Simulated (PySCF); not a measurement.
## Electron correlation in Pt⁺ (platinum, charge +1)

Starting occupation: [Xe] 4f14 5d9, 5d3/2 with m_j = -3/2, -1/2, +1/2, +3/2, 5d5/2 with m_j = -3/2, -1/2, +1/2, +3/2, +5/2. All numbers are calculated (PySCF 2.14, X2C-1e with screened-nucleus spin-orbit coupling, Gaussian nucleus, in x2c-SVPall-2c with one added diffuse shell each of s, d type (8s9p10d2f, 99 functions)). Frozen: [Kr] 4d10 4f14; 17 electrons correlated; the 22 highest virtual spinors left out.

MP2 pair energies summed by pair of shells (mhartree):

```json
{"pair": "5d-5d", "energy": "-160.09", "share (%)": "61.3"}
{"pair": "5d-5p", "energy": "-63.64", "share (%)": "24.3"}
{"pair": "5p-5p", "energy": "-23.98", "share (%)": "9.2"}
{"pair": "5d-5s", "energy": "-7.24", "share (%)": "2.8"}
{"pair": "5p-5s", "energy": "-4.69", "share (%)": "1.8"}
{"pair": "5s-5s", "energy": "-1.71", "share (%)": "0.7"}
```

Total MP2 correlation energy: -261.35 mhartree.

The GHF reference relaxed away from the jj start to a determinant that is no pure jj level (⟨S²⟩ = 1.20, ⟨J²⟩ = 10.49); the energies belong to that determinant.

This basis was not built for core-valence correlation, so the inner-shell part is incomplete.
